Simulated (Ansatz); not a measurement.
A structure relaxed at PBE-D4/def2-SVP in Ansatz, charge 0, singlet:

| atom | x (Å) | y (Å) | z (Å) |
| --- | --- | --- | --- |
| Si1 | -0.397 | 0.490 | 0.669 |
| H2 | -1.796 | 0.010 | 0.973 |
| H3 | 0.392 | 0.408 | 1.954 |
| C4 | -0.451 | 2.282 | 0.064 |
| H5 | -1.043 | 2.367 | -0.871 |
| H6 | 0.571 | 2.660 | -0.143 |
| H7 | -0.913 | 2.946 | 0.822 |
| C8 | 0.392 | -0.658 | -0.624 |
| C9 | 0.492 | -2.127 | -0.192 |
| H10 | 1.399 | -0.252 | -0.865 |
| H11 | -0.200 | -0.566 | -1.562 |
| H12 | 0.955 | -2.760 | -0.978 |
| H13 | 1.105 | -2.242 | 0.725 |
| H14 | -0.507 | -2.558 | 0.029 |

Problem. Give its formula, name or SMILES.

Solution. SiH2MeEt (C₃H₁₀Si).

Problem. Summarise the bond lengths by kind (pairs closer than 1.2 times the sum of covalent radii, bridged metal pairs left out).

Solution. 2 × C–Si 1.89 to 1.90 Å; 1 × C–C 1.53 Å; 8 × C–H 1.11 Å; 2 × H–Si 1.51 Å.
